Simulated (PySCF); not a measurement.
Ar³⁺ (argon, charge +3): r2SCAN0 calculation

Configuration: [Ne] 3s2 3p3, high-spin 4S determinant. Calculation: PySCF 2.14, in def2-TZVPPD (6s6p4d1f, 51 functions); the non-relativistic Hamiltonian (point nucleus).

```json
{"Total energy": "-524.4118 hartree", "One-electron energy": "-698.8927 hartree", "Hartree (Coulomb) energy": "204.0856 hartree", "Exchange-correlation energy": "-29.6047 hartree", "Kinetic energy": "523.74475 hartree", "⟨S²⟩": "3.7505", "⟨L²⟩": "0.000", "Sum of ⟨r⟩": "10.02 bohr", "Sum of ⟨r²⟩": "12.04 bohr²", "Density at the nucleus (Gaussians lack the cusp)": "3710 bohr⁻³", "Spin density at the nucleus": "0.366 bohr⁻³", "Langevin diamagnetic susceptibility": "-9.54 ×10⁻⁶ cm³/mol"}
```

```csv
shell,electrons,mean orbital energy (eV),"rms radius, mean of both spins (bohr)"
1s α,1,-3198.5,0.0999
1s β,1,-3197.3,0.0999
2s α,1,-357.33,0.450
2s β,1,-356.61,0.450
2p α,3,-288.83,0.418
2p β,3,-287.34,0.418
3s α,1,-71.603,1.39
3s β,1,-64.021,1.39
3p α,3,-54.287,1.49
```
